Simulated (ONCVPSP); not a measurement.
**Scattering properties, ONCV potential for zinc (Zn)**

Zn, optimised norm-conserving Vanderbilt (ONCV), made with ONCVPSP 4.0.1 (LDA (Perdew-Zunger), fully relativistic). Core [Ne], reference 3s2 3p6 3d10 4s0.5 (charge +1.5). Waves: 3s+4s: rc 1.20 bohr, ncon 3, nbas 7, qcut 10.2 1/bohr, 2 projectors; 3p: rc 0.85 bohr, ncon 4, nbas 8, qcut 16.6 1/bohr, 2 projectors, debl 2.5 Ha; 3d: rc 1.05 bohr, ncon 3, nbas 8, qcut 13.9 1/bohr, 2 projectors, debl 3.6 Ha. Local part: polynomial inside 0.75 bohr (lpopt 5, dvloc0 0 Ha). Core correction: none.

Open shells are filled in proportion to 2j + 1.

In the p channel the program set the typed energies aside and used -3.581, 0.250 Ha (j = l + 1/2; the other j can differ).

The phase is arctan(r·R′/R) of the radial function R(r), unwrapped; energies in Ha, scanned from -7 to 5 Ha. A pole is an energy at which the radial function vanishes at the test radius. The pseudo phase is shifted by a multiple of π to meet the all-electron one at the reference energy, and phase errors are pseudo minus all-electron; the curves can meet again beyond the range given. Levels narrower than the energy grid can be missing from the lists of poles.

For each channel, where are the poles, and over which energies does the pseudopotential scatter like the atom?

```csv
channel,radius (bohr),reference energy (Ha),"poles, all-electron","poles, pseudo",unbroken range about the reference energy with phases within 0.05 rad,phase error 1 Ha above the reference energy (rad)
s,1.22,-0.69,-4.71,-4.71,the whole range,-0.000
p3/2,0.87,-3.58,0.52,0.53,the whole range,+0.000
p1/2,0.87,-3.69,0.26,0.26,the whole range,+0.000
d5/2,1.07,-0.93,0.65,0.65,the whole range,+0.000
d3/2,1.07,-0.95,0.62,0.62,the whole range,+0.000
```

Phases in the p3/2 channel:

| E (Ha) | all-electron | pseudo |
| --- | --- | --- |
| -6.96 | 0.321 | 0.321 |
| -6.32 | -0.004 | -0.004 |
| -5.68 | -0.373 | -0.373 |
| -5.04 | -0.701 | -0.701 |
| -4.40 | -0.947 | -0.947 |
| -3.76 | -1.120 | -1.120 |
| -3.12 | -1.243 | -1.243 |
| -2.48 | -1.334 | -1.334 |
| -1.84 | -1.404 | -1.404 |
| -1.20 | -1.460 | -1.460 |
| -0.56 | -1.506 | -1.506 |
| 0.08 | -1.546 | -1.546 |
| 0.72 | -1.581 | -1.581 |
| 1.36 | -1.613 | -1.613 |
| 2.00 | -1.643 | -1.643 |
| 2.64 | -1.672 | -1.672 |
| 3.28 | -1.701 | -1.701 |
| 3.92 | -1.730 | -1.730 |
| 4.56 | -1.760 | -1.761 |
